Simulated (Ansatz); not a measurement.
VSO5H12³⁺, that is [V(H2S)(H2O)5]2+ with one electron fewer. The state is a triplet with charge 3. Geometry r2SCAN-D4/def2-SVP, that of the charge +2 quartet; atoms count from 1.

```xyz
19

V     0.0096   -0.0135    0.0321
S    -2.2812    1.1696    0.0841
H    -2.1969    2.4244   -0.4206
H    -3.0883    0.7131   -0.9041
O     1.8737   -1.0303    0.1642
H     2.0230   -1.9806    0.0367
H     2.7195   -0.6489    0.4485
O     0.4885    0.3592   -2.0082
H    -0.0054    0.8318   -2.6962
H     1.3133    0.0593   -2.4231
O    -0.3596   -0.4455    2.0853
H    -1.1370   -0.1951    2.6109
H     0.2256   -0.9399    2.6812
O    -0.8375   -1.8890   -0.5079
H    -1.3215   -2.4871    0.0836
H    -1.0024   -2.2076   -1.4095
O     1.0648    1.7407    0.6126
H     1.0878    2.1165    1.5072
H     1.4240    2.4228    0.0232
```

**Question.** Estimate the Mulliken populations from the PBE0/def2-TZVP orbitals of Ansatz.

**Answer.** 
| atom | charge (e) | spin (α − β) | d electrons |
| --- | --- | --- | --- |
| V1 | 1.01 | 2.14 | 3.12 |
| S2 | -0.07 | -0.07 | – |
| H3 | 0.29 | 0.01 | – |
| H4 | 0.30 | 0.00 | – |
| O5 | -0.58 | -0.01 | – |
| H6 | 0.44 | 0.00 | – |
| H7 | 0.44 | 0.00 | – |
| O8 | -0.58 | -0.02 | – |
| H9 | 0.43 | 0.00 | – |
| H10 | 0.44 | 0.00 | – |
| O11 | -0.58 | -0.02 | – |
| H12 | 0.44 | 0.00 | – |
| H13 | 0.44 | 0.00 | – |
| O14 | -0.57 | -0.02 | – |
| H15 | 0.44 | 0.00 | – |
| H16 | 0.44 | 0.00 | – |
| O17 | -0.57 | -0.02 | – |
| H18 | 0.44 | 0.00 | – |
| H19 | 0.44 | 0.00 | – |
Mulliken values depend strongly on the basis.

**Question.** Where does the spin sit?

**Answer.** Summed by element: V 2.14, S -0.07, H 0.01, O -0.08, of 2 unpaired in all. Largest on single atoms: V1 2.14, S2 -0.07, O14 -0.02.

**Question.** And the Mayer bond orders between heavy atoms (over 0.3)?

**Answer.** V1–S2 0.77 (2.58 Å); V1–O5 0.45 (2.13 Å); V1–O8 0.47 (2.13 Å); V1–O11 0.48 (2.13 Å); V1–O14 0.48 (2.13 Å); V1–O17 0.48 (2.13 Å).
